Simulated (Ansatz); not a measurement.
CH5AlSi, SMILES `C[Si][AlH2]` (singlet; the order of the spin states depends on the level) (charge 0, multiplicity 1). This singlet lies 0.08 eV below the relaxed triplet at the level frozen-core CCSD(T)/cc-pVTZ // B3LYP-D3(BJ)/def2-TZVP (Ansatz, an electronic-structure program); other levels give the other order.

Cartesian coordinates (Å):
```xyz
8

C     -1.5279     0.0107     0.0731
Si    -0.3012    -0.5527    -1.2930
Al     1.8694    -0.0664    -0.1412
H     -1.3140    -0.3931     1.0659
H     -2.5601    -0.2236    -0.1888
H     -1.4443     1.1020     0.1641
H      2.6561    -1.2026     0.6539
H      2.6221     1.3257    -0.3341
```
Charge 0, spin multiplicity 1.

The restricted HF start is unstable towards unrestricted orbitals.

Problem. Give the natural occupations of the active orbitals, the CASSCF energy and the corrected energy for frozen-core fic-MRCISD+Q@CASSCF(2e,2o)/cc-pVTZ // B3LYP-D3(BJ)/def2-TZVP (Ansatz).

Solution. 
| Item | Value |
|---|---|
| natural occupations | 1.90, 0.10 |
| CASSCF energy | -571.6063 Ha |
| corrected energy | -571.9985 Ha |
| weight of the reference | 0.873 |
